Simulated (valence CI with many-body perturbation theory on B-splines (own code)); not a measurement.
Energy levels of Sc¹⁶⁺

Computed by valence CI with perturbative core correlation (CI+MBPT): three valence electrons over a frozen Dirac-Fock core [He], radial functions for each j: 11 s, 11 p, 9 d, 7 f, 5 g, 2 h, 1 i, with the one-electron correlation potential Σ1, the two-electron term Σ2, the three-electron term Σ3, Breit, model QED; selected CI, second order for the rest (own B-spline code, finite nucleus).

No measured spectrum was set against this ion. As an estimate, levels of excited configurations hold to 0.05 to 0.15 % of their energy, terms of the ground configuration to about 0.5 %.

Levels 46 to 84 of 84, with energies above the lowest level, 2s²2p ²P°_1/2. "Leading %" is the weight of the configuration and term that name the level; weights of strongly mixed levels are sums over their largest components and can fall short. In the jj column 3d3/2^4 stands for four electrons in 3d with j = 3/2.

```
No.  Configuration  Term    J  E (Ry)  Leading %                Leading jj      g
 46         2s2p3d   ⁴D°  3/2  50.208         50     2s 2p1/2 3d3/2 (31 %)  1.292
 47         2s2p3d   ⁴D°  1/2  50.216         85     2s 2p1/2 3d3/2 (60 %)  0.186
 48         2s2p3d   ²D°  3/2  50.339         79     2s 2p3/2 3d5/2 (32 %)  0.851
 49         2s2p3d   ²D°  5/2  50.399         58     2s 2p3/2 3d3/2 (59 %)  1.228
 50         2s2p3d   ⁴D°  7/2  50.435         89     2s 2p3/2 3d5/2 (66 %)  1.409
 51         2s2p3d   ⁴P°  5/2  50.533         57     2s 2p3/2 3d5/2 (63 %)  1.471
 52         2s2p3d   ⁴P°  3/2  50.558         78     2s 2p3/2 3d3/2 (74 %)  1.617
 53         2s2p3d   ⁴P°  1/2  50.579         94     2s 2p3/2 3d3/2 (94 %)  2.527
 54         2s2p3d   ²F°  5/2  50.876         91     2s 2p1/2 3d5/2 (43 %)  0.888
 55         2s2p3d   ²P°  3/2  51.098         91     2s 2p3/2 3d5/2 (55 %)  1.314
 56         2s2p3d   ²F°  7/2  51.119         99     2s 2p3/2 3d3/2 (53 %)  1.144
 57         2s2p3d   ²P°  1/2  51.241         96     2s 2p3/2 3d5/2 (86 %)  0.664
 58         2s2p3p    ²P  1/2  51.418         85     2s 2p3/2 3p1/2 (53 %)  0.706
 59         2s2p3p    ²D  3/2  51.436         68     2s 2p3/2 3p1/2 (72 %)  0.954
 60         2s2p3p    ²D  5/2  51.497         93     2s 2p3/2 3p3/2 (65 %)  1.201
 61         2s2p3p    ²P  3/2  51.534         62     2s 2p3/2 3p3/2 (70 %)  1.179
 62         2s2p3p    ²S  1/2  51.787         87     2s 2p3/2 3p3/2 (60 %)  1.992
 63          2p²3s    ⁴P  1/2  52.071         93         2p1/2^2 3s (53 %)  2.601
 64          2p²3s    ⁴P  3/2  52.237         97     2p1/2 2p3/2 3s (93 %)  1.723
 65          2p²3s    ⁴P  5/2  52.433         93     2p1/2 2p3/2 3s (55 %)  1.575
 66         2s2p3d   ²F°  7/2  52.539         94     2s 2p3/2 3d5/2 (66 %)  1.143
 67         2s2p3d   ²F°  5/2  52.551         93     2s 2p3/2 3d3/2 (71 %)  0.859
 68         2s2p3d   ²D°  3/2  52.662         97     2s 2p3/2 3d3/2 (65 %)  0.803
 69         2s2p3d   ²D°  5/2  52.707         97     2s 2p3/2 3d5/2 (71 %)  1.197
 70          2p²3s    ²P  1/2  52.748         83     2p1/2 2p3/2 3s (67 %)  0.712
 71         2s2p3d   ²P°  1/2  52.864         91     2s 2p3/2 3d3/2 (70 %)  0.681
 72         2s2p3d   ²P°  3/2  52.903         95     2s 2p3/2 3d5/2 (65 %)  1.333
 73          2p²3s    ²P  3/2  52.928         63     2p1/2 2p3/2 3s (77 %)  1.195
 74          2p²3p   ⁴D°  1/2  53.035         40      2p1/2^2 3p1/2 (60 %)  1.088
 75          2p²3p   ⁴D°  1/2  53.160         53  2p1/2 2p3/2 3p1/2 (71 %)  0.966
 76          2p²3p   ⁴D°  3/2  53.195         88  2p1/2 2p3/2 3p1/2 (48 %)  1.244
 77          2p²3s    ²D  5/2  53.296         88         2p3/2^2 3s (54 %)  1.222
 78          2p²3s    ²D  3/2  53.353         70         2p3/2^2 3s (76 %)  0.942
 79          2p²3p   ⁴D°  5/2  53.362         91  2p1/2 2p3/2 3p3/2 (76 %)  1.380
 80          2p²3p   ⁴P°  3/2  53.421         57  2p1/2 2p3/2 3p1/2 (51 %)  1.416
 81          2p²3p   ⁴P°  1/2  53.462         82  2p1/2 2p3/2 3p3/2 (61 %)  2.497
 82          2p²3p   ⁴P°  5/2  53.533         59  2p1/2 2p3/2 3p1/2 (45 %)  1.434
 83          2p²3p   ⁴D°  7/2  53.551         93  2p1/2 2p3/2 3p3/2 (55 %)  1.411
 84          2p²3p   ²D°  3/2  53.594         69  2p1/2 2p3/2 3p3/2 (87 %)  1.073
```

Names give the largest LS component (configuration and term), which can be under half, so a name can repeat, a term be missing and a line seem to break the LS rules; names also repeat where a configuration has a term twice.
